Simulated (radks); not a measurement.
All-electron atom: Ce+ in [Kr] 4d10 4f1 5s2 5p4 5d4 (not the ground configuration).

Method: scalar-relativistic Kohn-Sham, LDA (Slater exchange, Perdew-Zunger correlation), spin-polarised, spherical densities, finite nucleus; open shells are filled with parallel spins first (spin-orbit coupling, left out, can overturn this in heavy ions); Fermi nuclear charge, rms radius 4.8771 fm; computed with a radial shooting solver on a logarithmic mesh with Libxc functionals.

Energy parts (Ry):
part                       energy
total                 -17703.7846
kinetic                18757.9823
electron-nucleus      -42861.8141
Hartree                 6805.0474
exchange-correlation    -405.0003

Orbitals (lengths in bohr, moments of r in powers of bohr; <r^-3> diverges for s and p1/2):
[
 {"orbital": "1s up", "occ.": "1", "eigenvalue (Ry)": "-2957.187", "<r^4>": "1.780e-06", "<r^-3>": "-", "<1/r>": "63.28"},
 {"orbital": "1s down", "occ.": "1", "eigenvalue (Ry)": "-2957.177", "<r^4>": "1.780e-06", "<r^-3>": "-", "<1/r>": "63.28"},
 {"orbital": "2s up", "occ.": "1", "eigenvalue (Ry)": "-474.1144", "<r^4>": "0.0002938", "<r^-3>": "-", "<1/r>": "14.59"},
 {"orbital": "2s down", "occ.": "1", "eigenvalue (Ry)": "-474.0977", "<r^4>": "0.0002938", "<r^-3>": "-", "<1/r>": "14.59"},
 {"orbital": "2p up", "occ.": "3", "eigenvalue (Ry)": "-424.9402", "<r^4>": "0.0002148", "<r^-3>": "7965", "<1/r>": "13.82"},
 {"orbital": "2p down", "occ.": "3", "eigenvalue (Ry)": "-424.9231", "<r^4>": "0.0002147", "<r^-3>": "7965", "<1/r>": "13.82"},
 {"orbital": "3s up", "occ.": "1", "eigenvalue (Ry)": "-102.5684", "<r^4>": "0.01197", "<r^-3>": "-", "<1/r>": "5.292"},
 {"orbital": "3s down", "occ.": "1", "eigenvalue (Ry)": "-102.5334", "<r^4>": "0.01197", "<r^-3>": "-", "<1/r>": "5.293"},
 {"orbital": "3p up", "occ.": "3", "eigenvalue (Ry)": "-86.92229", "<r^4>": "0.01250", "<r^-3>": "1593", "<1/r>": "5.014"},
 {"orbital": "3p down", "occ.": "3", "eigenvalue (Ry)": "-86.88628", "<r^4>": "0.01248", "<r^-3>": "1594", "<1/r>": "5.015"},
 {"orbital": "3d up", "occ.": "5", "eigenvalue (Ry)": "-64.62012", "<r^4>": "0.01037", "<r^-3>": "218.5", "<1/r>": "4.758"},
 {"orbital": "3d down", "occ.": "5", "eigenvalue (Ry)": "-64.58656", "<r^4>": "0.01035", "<r^-3>": "218.6", "<1/r>": "4.759"},
 {"orbital": "4s up", "occ.": "1", "eigenvalue (Ry)": "-21.25958", "<r^4>": "0.3064", "<r^-3>": "-", "<1/r>": "2.214"},
 {"orbital": "4s down", "occ.": "1", "eigenvalue (Ry)": "-21.17264", "<r^4>": "0.3056", "<r^-3>": "-", "<1/r>": "2.214"},
 {"orbital": "4p up", "occ.": "3", "eigenvalue (Ry)": "-16.14583", "<r^4>": "0.4020", "<r^-3>": "345.7", "<1/r>": "2.042"},
 {"orbital": "4p down", "occ.": "3", "eigenvalue (Ry)": "-16.05721", "<r^4>": "0.3998", "<r^-3>": "345.9", "<1/r>": "2.043"},
 {"orbital": "4d up", "occ.": "5", "eigenvalue (Ry)": "-8.78018", "<r^4>": "0.6719", "<r^-3>": "38.90", "<1/r>": "1.780"},
 {"orbital": "4d down", "occ.": "5", "eigenvalue (Ry)": "-8.68323", "<r^4>": "0.6605", "<r^-3>": "39.04", "<1/r>": "1.783"},
 {"orbital": "5s up", "occ.": "1", "eigenvalue (Ry)": "-3.61722", "<r^4>": "9.366", "<r^-3>": "-", "<1/r>": "0.8844"},
 {"orbital": "5s down", "occ.": "1", "eigenvalue (Ry)": "-3.38325", "<r^4>": "9.229", "<r^-3>": "-", "<1/r>": "0.8923"},
 {"orbital": "5p up", "occ.": "3", "eigenvalue (Ry)": "-2.31221", "<r^4>": "17.28", "<r^-3>": "53.13", "<1/r>": "0.7594"},
 {"orbital": "5p down", "occ.": "1", "eigenvalue (Ry)": "-2.06374", "<r^4>": "17.59", "<r^-3>": "54.00", "<1/r>": "0.7628"},
 {"orbital": "4f up", "occ.": "1", "eigenvalue (Ry)": "-1.05799", "<r^4>": "5.621", "<r^-3>": "4.380", "<1/r>": "1.231"},
 {"orbital": "4f down", "occ.": "0", "eigenvalue (Ry)": "-0.91320", "<r^4>": "5.053", "<r^-3>": "4.559", "<1/r>": "1.256"},
 {"orbital": "5d up", "occ.": "4", "eigenvalue (Ry)": "-0.73359", "<r^4>": "97.64", "<r^-3>": "3.225", "<1/r>": "0.5090"},
 {"orbital": "5d down", "occ.": "0", "eigenvalue (Ry)": "-0.51486", "<r^4>": "155.7", "<r^-3>": "2.786", "<1/r>": "0.4760"}
]

The highest occupied level is 5d up at -9.981 eV. The configuration is held as typed, so some empty levels lie below it. Spin moment in Bohr magnetons: 7. Summed over all electrons, <r^2> = 62.15 bohr^2, which gives a Langevin (diamagnetic) susceptibility term of -49.2 x 10^-6 cm^3/mol. The spin density at the nucleus is -6.661 e/bohr^3 (1s -0.670, 2s -0.310, 3s -1.306, 4s 0.092, 5s -4.467). The density falls to 0.001 e/bohr^3 at r = 4.49 bohr.
